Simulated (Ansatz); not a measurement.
Reaction (redistribution): `F[SiH](Cl)S[SiH2]Cl` + `F[CH]([SiH3])[GeH3]` → `FC([SiH3])[SiH2]Cl` + `F[SiH](Cl)[S][GeH3]`

Calculated with Ansatz (gas phase, PBE0-D4/def2-TZVP geometries, no zero-point term in ΔE). CBS: MP2 limit from def2 TZ/QZ plus the TZ coupled-cluster correction, frozen cores. Functionals use def2-TZVPP. For Ge outer-core shells are correlated without core-valence functions, which leaves a few kJ/mol of doubt a bond. Scalar relativity is left out up to krypton. Each species was taken in one conformer, which may not be the lowest.

| level | ΔE (eV) |
| --- | --- |
| PBE-D4 | -0.01 |
| r2SCAN-D4 | -0.02 |
| PBE | -0.03 |
| HF/def2-QZVPP | -0.10 |

**Question.** What does CCSD(T)/CBS give? (Estimate.)

**Answer.** The calculation gave: 0.00 eV. The listed levels differ from it by -0.01, -0.02, -0.03, -0.10 eV.

Largest T1 diagnostic among the species: 0.012.

In def2-TZVPP, CCSD(T) changes the Hartree–Fock value by +0.07 eV (the triples alone add +0.01 eV) and MP2 by +0.09 eV. The D4 term adds +0.03 eV with B3LYP and +0.02 eV with PBE0; it sums over pairs of atoms, weighted by their polarisabilities, and B3LYP, whose exchange is more repulsive, gets the larger term.

B3LYP here is the variant with VWN-RPA as its local correlation; programs differ in this.
